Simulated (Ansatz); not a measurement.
Na2Se: single points at one geometry.

```yaml
crystal:
  periodic: [false, false, false]
  atoms:
    - {symbol: Na, position_ang: [-0.373618, -1.587142, 0.810696]}
    - {symbol: Na, position_ang: [1.286145, 1.241272, 0.347736]}
    - {symbol: Se, position_ang: [-0.912538, 0.345880, -1.158442]}
basis:
  gaussian: {orbitals: STO-3G}
magnetization: {spin_polarized: true, initial_magnetization: 2}
hamiltonian: {xc: hf}
scf: {omitted_lower_state_checks: [starts]}
output: {orbitals: {seedname: orbitals}}
```

The file start.molden holds the orbitals of an earlier run on this structure, at another level or in another basis.

```sh
$ ansatz run in.yaml --threads 4 --pin off --events-out ev --progress --plain --max-ram 3916MiB
```

Output, abridged:

```
Functional definition: HF
343 factors; integrals over basis functions are off by at most 1.8e-4 eV
mean field evaluation 1: about -73281.9927 eV, gradient 7.0e0 eV
mean field evaluation 2: about -73282.0010 eV, gradient 7.0e0 eV
mean field evaluation 4: about -73282.4937 eV, gradient 5.5e-1 eV
mean field evaluation 8: about -73282.5007 eV, gradient 8.9e-4 eV
mean field -73282.50066365 eV, -2693.0822267261 hartree, gradient 4.7e-6 eV, S^2 2.001489; 0 other end points of the search recorded, 0 dependent functions left out
reference -73282.50066365 eV, -2693.0822267261 hartree; 29, 27 occupied and 7, 9 virtual orbitals, 343 factors
Total energy: -73282.50066365 eV, -2693.0822267261 hartree
Checks for a lower state left out: starts
```

The first input with `gaussian: {orbitals: def2-TZVP, initial_orbitals: start.molden}`, `hamiltonian: {xc: r2scan, dispersion: d4}` (abridged; 4.6 s):

```
Functional definition: r2SCAN
mean field -74180.63360771 eV, -2726.0880036441 hartree, gradient 9.9e-6 eV, S^2 2.005260
Total energy: -74180.64159294 eV, -2726.0882970958 hartree
Checks for a lower state left out: starts
```

As the first input, with `gaussian: {orbitals: def2-TZVP, initial_orbitals: start.molden}`, `hamiltonian: {xc: lda}` (abridged; 0.85 s):

```
Functional definition: SPW92
mean field -74043.24937459 eV, -2721.0392261993 hartree, gradient 1.3e-5 eV, S^2 2.001299
Total energy: -74043.24942208 eV, -2721.0392279444 hartree
Checks for a lower state left out: starts
```

First input, but with `gaussian: {orbitals: def2-TZVP, initial_orbitals: start.molden}`, `hamiltonian: {xc: pbe0, dispersion: d4}` and without the key `scf` (abridged; 3.8 s):

```
Functional definition: PBE0
mean field evaluation 16: about -74169.3736 eV, gradient 3.3e-2 eV
mean field evaluation 32: about -74169.2501 eV, gradient 9.8e-1 eV
mean field -74169.37361403 eV, -2725.6742065087 hartree, gradient 1.6e-5 eV, S^2 2.003988; 3 other end points of the search recorded, 0 dependent functions left out
Total energy: -74169.41391860 eV, -2725.6756876743 hartree
```

As the first input, with `gaussian: {orbitals: def2-TZVP, initial_orbitals: start.molden}`, `hamiltonian: {xc: pbe, dispersion: d4}` (abridged; 1.6 s):

```
Functional definition: PBE
mean field -74166.44689170 eV, -2725.5666514465 hartree, gradient 1.5e-5 eV, S^2 2.002753
Total energy: -74166.49422406 eV, -2725.5683908787 hartree
Checks for a lower state left out: starts
```

Geometry: PBE-D4/def2-TZVP.

At HF/STO-3G the highest occupied level of the charge 0 triplet lies above zero (up to 4.53 eV). In Hartree–Fock with STO-3G the lack of diffuse functions raises the level. At PBE0-D4/def2-TZVP a singlet of charge 0 lies 1.29 eV below the triplet, each at its own geometry. The structure comes from a short search, and lower isomers may exist.
